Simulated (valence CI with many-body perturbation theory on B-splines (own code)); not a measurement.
# La44+: electric-dipole lines

Level of theory: relativistic CI+MBPT: three valence electrons over a frozen Dirac-Fock core [Ne], a basis of 11 s, 11 p, 9 d, 7 f, 5 g, 2 h, 1 i functions for each j, with the one-electron correlation potential Σ1, the two-electron term Σ2, the three-electron term Σ3, Breit, model QED; selected CI, second order for the rest (own B-spline code, finite nucleus).

The last digits are not significant, and no measured levels were compared; by estimate large intervals hold to a few tenths of a per cent, small ones and those within an open d or f shell to about a per cent.

Lines 101 to 150 of 278 in falling wavelength, among levels below 678.75 eV, chosen from the strongest by gf and those to the six lowest levels. Wavelengths and rates use the calculated energies. Electric multipoles are in the length gauge, E1 and E2 with the static RPA response of the core. Weak lines are less certain than strong ones. Lines between different terms over intervals too small for the method are left out, as are lines whose strength nearly cancels. The highest levels of a list are the least certain.

Levels are named by their leading jj configuration (3d3/2^4 stands for four electrons in 3d with j = 3/2), which in mixed levels can hold well under half, so a name can repeat and another be missing. Letters in brackets count levels of one name in rising energy.

```
λ vac (nm)                          Upper                       Lower   A (s⁻¹)  S (a.u.)
     6.169     (3s 3d3/2 3d5/2) J=3/2 [b]  (3s 3p3/2 3d3/2) J=5/2 [a]  2.66e+10  1.23e-02
     6.166     (3s 3d3/2 3d5/2) J=5/2 [b]  (3s 3p3/2 3d3/2) J=5/2 [a]  7.64e+10  5.30e-02
     6.154     (3s 3p3/2 3d3/2) J=3/2 [b]          (3s^2 3d5/2) J=5/2  2.95e+10  1.36e-02
     6.149     (3s 3d3/2 3d5/2) J=3/2 [b]  (3s 3p3/2 3d3/2) J=3/2 [a]  4.01e+10  1.84e-02
     6.086     (3s 3p1/2 3d5/2) J=5/2 [b]  (3s 3p1/2 3p3/2) J=3/2 [a]  9.89e+09  6.60e-03
     6.062  (3p1/2 3p3/2 3d5/2) J=7/2 [a]  (3s 3p1/2 3d5/2) J=5/2 [b]  1.92e+10  1.69e-02
     6.018         (3s 3d3/2 3d5/2) J=1/2  (3s 3p3/2 3d3/2) J=1/2 [a]  5.58e+10  1.20e-02
     6.009         (3s 3p1/2 3d5/2) J=3/2  (3s 3p1/2 3p3/2) J=3/2 [a]  5.58e+10  2.39e-02
     5.959     (3s 3p3/2 3d5/2) J=5/2 [a]          (3s^2 3d5/2) J=5/2  1.37e+11  8.60e-02
     5.884  (3p1/2 3p3/2 3d5/2) J=3/2 [a]      (3s 3p1/2 3d5/2) J=3/2  1.29e+11  5.20e-02
     5.838     (3s 3p3/2 3d5/2) J=3/2 [b]          (3s 3p3/2^2) J=5/2  9.57e+10  3.76e-02
     5.831  (3p1/2 3p3/2 3d5/2) J=7/2 [a]      (3s 3p1/2 3d5/2) J=7/2  1.92e+10  1.50e-02
     5.828             (3s 3p3/2^2) J=5/2          (3s^2 3p3/2) J=3/2  2.04e+11  1.20e-01
     5.826          (3p1/2 3p3/2^2) J=3/2      (3s 3p1/2 3p3/2) J=1/2  2.38e+11  9.27e-02
     5.784     (3s 3p3/2 3d5/2) J=5/2 [b]          (3s 3p3/2^2) J=5/2  1.08e+11  6.22e-02
     5.742     (3s 3p3/2 3d3/2) J=3/2 [b]          (3s^2 3d3/2) J=3/2  1.11e+11  4.17e-02
     5.740          (3p1/2 3p3/2^2) J=5/2  (3s 3p1/2 3p3/2) J=3/2 [b]  1.59e+11  8.88e-02
     5.740  (3p1/2 3p3/2 3d5/2) J=5/2 [a]  (3s 3p1/2 3d5/2) J=5/2 [b]  1.22e+11  6.82e-02
     5.719     (3s 3p3/2 3d5/2) J=3/2 [a]          (3s^2 3d5/2) J=5/2  5.16e+10  1.91e-02
     5.716  (3p1/2 3p3/2 3d3/2) J=5/2 [a]      (3s 3p1/2 3d3/2) J=5/2  5.25e+10  2.90e-02
     5.702     (3s 3p3/2 3d5/2) J=7/2 [a]          (3s^2 3d5/2) J=5/2  9.12e+10  6.67e-02
     5.663  (3p1/2 3p3/2 3d3/2) J=5/2 [b]  (3s 3p1/2 3d5/2) J=5/2 [a]  2.47e+10  1.33e-02
     5.660      (3p1/2 3p3/2 3d5/2) J=9/2      (3s 3p1/2 3d5/2) J=7/2  1.12e+11  1.00e-01
     5.638  (3p1/2 3p3/2 3d5/2) J=7/2 [a]  (3s 3p1/2 3d5/2) J=5/2 [a]  1.69e+11  1.19e-01
     5.612          (3p1/2 3p3/2^2) J=3/2  (3s 3p1/2 3p3/2) J=3/2 [b]  8.95e+10  3.12e-02
     5.569  (3p1/2 3p3/2 3d3/2) J=3/2 [a]      (3s 3p1/2 3d3/2) J=5/2  6.73e+10  2.29e-02
     5.537  (3p1/2 3p3/2 3d3/2) J=5/2 [b]  (3s 3p1/2 3d3/2) J=3/2 [b]  1.38e+11  6.95e-02
     5.533  (3p1/2 3p3/2 3d5/2) J=5/2 [a]      (3s 3p1/2 3d5/2) J=7/2  4.15e+10  2.08e-02
     5.512  (3p1/2 3p3/2 3d5/2) J=7/2 [b]  (3s 3p1/2 3d5/2) J=5/2 [b]  2.12e+10  1.40e-02
     5.507  (3p1/2 3p3/2 3d3/2) J=3/2 [b]      (3s 3p1/2 3d3/2) J=1/2  4.71e+10  1.55e-02
     5.498  (3p1/2 3p3/2 3d3/2) J=5/2 [a]  (3s 3p1/2 3d3/2) J=3/2 [a]  6.08e+10  2.99e-02
     5.497                (3p3/2^3) J=3/2          (3s 3p3/2^2) J=3/2  6.26e+11  2.05e-01
     5.486     (3s 3p1/2 3p3/2) J=3/2 [b]          (3s^2 3p1/2) J=1/2  1.24e+11  4.04e-02
     5.485      (3p1/2 3p3/2 3d3/2) J=7/2      (3s 3p1/2 3d3/2) J=5/2  1.68e+11  1.09e-01
     5.457          (3p1/2^2 3p3/2) J=3/2          (3s 3p1/2^2) J=1/2  7.29e+10  2.34e-02
     5.435          (3p1/2 3p3/2^2) J=1/2  (3s 3p1/2 3p3/2) J=3/2 [b]  2.75e+11  4.35e-02
     5.421  (3p1/2 3p3/2 3d5/2) J=3/2 [a]  (3s 3p1/2 3d5/2) J=5/2 [a]  7.14e+10  2.25e-02
     5.411  (3p1/2 3p3/2 3d3/2) J=1/2 [b]      (3s 3p1/2 3d3/2) J=1/2  1.11e+11  1.74e-02
     5.400     (3s 3p3/2 3d5/2) J=7/2 [b]          (3s^2 3d5/2) J=5/2  1.28e+11  7.97e-02
     5.376                (3p3/2^3) J=3/2          (3s 3p3/2^2) J=1/2  1.56e+11  4.80e-02
     5.362     (3s 3p3/2 3d5/2) J=3/2 [a]          (3s^2 3d3/2) J=3/2  8.49e+10  2.58e-02
     5.361  (3p1/2 3p3/2 3d3/2) J=3/2 [a]  (3s 3p1/2 3d3/2) J=3/2 [a]  1.32e+11  4.00e-02
     5.345     (3s 3p3/2 3d3/2) J=5/2 [b]          (3s^2 3d3/2) J=3/2  5.62e+11  2.54e-01
     5.335          (3p1/2 3p3/2^2) J=5/2      (3s 3p1/2 3p3/2) J=5/2  6.64e+10  2.99e-02
     5.321  (3p1/2 3p3/2 3d5/2) J=7/2 [b]      (3s 3p1/2 3d5/2) J=7/2  5.15e+10  3.06e-02
     5.314  (3p1/2 3p3/2 3d3/2) J=1/2 [a]  (3s 3p1/2 3d3/2) J=3/2 [a]  2.64e+11  3.90e-02
     5.296         (3s 3p1/2 3p3/2) J=1/2          (3s^2 3p1/2) J=1/2  4.36e+11  6.40e-02
     5.295     (3s 3p3/2 3d3/2) J=1/2 [b]          (3s^2 3d3/2) J=3/2  4.67e+11  6.84e-02
     5.285             (3s 3p3/2^2) J=1/2          (3s^2 3p3/2) J=3/2  3.12e+11  4.54e-02
     5.224          (3p1/2 3p3/2^2) J=3/2      (3s 3p1/2 3p3/2) J=5/2  2.65e+10  7.46e-03
```
